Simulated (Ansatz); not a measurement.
Cost and result for the atomization energy of `[CH2][SiH](O)O` radical (9 atoms, 8 bonds).

```tsv
atom	x (Å)	y (Å)	z (Å)
C1	-0.3874	-0.5005	-1.3383
Si2	0.3114	-0.1413	0.3173
O3	-0.8114	-0.2786	1.5120
O4	0.9325	1.3762	0.1862
H5	-0.2239	0.1478	-2.1932
H6	-0.9639	-1.3972	-1.5451
H7	1.3573	-1.1050	0.7396
H8	-1.6401	0.1868	1.3854
H9	1.4257	1.7118	0.9360
```

The species carries charge 0 and has multiplicity 2. All single points use the PBE0-D4/def2-TZVP geometry. It is one conformer, not always the lowest. Program: Ansatz. All runs use 4 threads of an AMD EPYC 7R43 on a shared host. Times are those of one run each, without the atoms' runs, and a repeat can differ threefold. Electronic energies, without spin–orbit coupling; frozen cores. CCSD(T)/CBS adds CCSD(T) − MP2 in def2-TZVPP to the MP2 limit, and its time is that of the two runs behind it. T1 = 0.012; ⟨S²⟩ of the reference is 0.76. HSE06 is the plane-wave form, built on full-range PBE exchange.

CCSD(T)/CBS is a level of theory with its own doubt, some kJ/mol a heavy atom from the limit and from the frozen cores, so smaller differences don't rank the functionals.

| level | functions | wall time |
| --- | --- | --- |
| LDA (SPW92)/def2-TZVPP | 205 | 1.3 s |
| PBE-D4/def2-TZVPP (with forces) | 205 | 2.6 s |
| HSE06-D4/def2-TZVPP | 205 | 3.4 s |
| CAM-B3LYP-D4/def2-TZVPP | 205 | 4 s |
| B2PLYP/def2-TZVPP | 205 | 4.2 s |
| PBE-QIDH/def2-TZVPP | 205 | 4.4 s |
| CCSD(T)/def2-SVP | 85 | 6 s |
| ωB97X-V/def2-TZVPP | 205 | 8 s |
| B97M-V/def2-TZVPP | 205 | 8.5 s |
| ωB97M-V/def2-TZVPP (with forces) | 205 | 9.5 s |
| MP2/def2-QZVPP | 391 | 15 s |
| CCSD(T)/def2-TZVPP | 205 | 2.6 min |
| CCSD(T)/CBS(def2) | – | 2.8 min |

Q: What atomization energy does each give, and how far from CCSD(T)/CBS? (An estimate is asked.)

A: Computed: 
```csv
level,atomization (kcal/mol),difference from CCSD(T)/CBS,per bond
LDA (SPW92)/def2-TZVPP,915.6,107.3,13.4
PBE-D4/def2-TZVPP (with forces),813.1,4.8,0.6
HSE06-D4/def2-TZVPP,799.2,-9.1,-1.1
CAM-B3LYP-D4/def2-TZVPP,809.0,0.7,0.1
B2PLYP/def2-TZVPP,796.6,-11.7,-1.5
PBE-QIDH/def2-TZVPP,796.1,-12.2,-1.5
CCSD(T)/def2-SVP,743.9,-64.4,-8.0
ωB97X-V/def2-TZVPP,805.7,-2.6,-0.3
B97M-V/def2-TZVPP,805.1,-3.2,-0.4
ωB97M-V/def2-TZVPP (with forces),806.8,-1.5,-0.2
MP2/def2-QZVPP,814.5,6.2,0.8
CCSD(T)/def2-TZVPP,784.7,-23.6,-2.9
CCSD(T)/CBS(def2),808.3,0.0,0.0
```

From r2SCAN to r2SCAN0 (25 % exact exchange), in def2-TZVPP and without D4, the atomization energy moves by −14.4 kcal/mol: exact exchange takes away binding that semilocal exchange gives to molecules. At CCSD(T), def2-SVP lies −64.4 kcal/mol from the extrapolated value and def2-TZVPP −23.6 kcal/mol: correlation converges slowly with the basis, and small sets miss more of it in the bonded molecule than in its fragments. Leaving LDA and LC-ωPBE aside and taking each functional with its dispersion term where it has one, the values, not all of them listed here, spread over 33.6 kcal/mol, from BHLYP-D4 to PBE-D4. LDA lies +106.0 kcal/mol from PBE without D4, its usual overbinding.
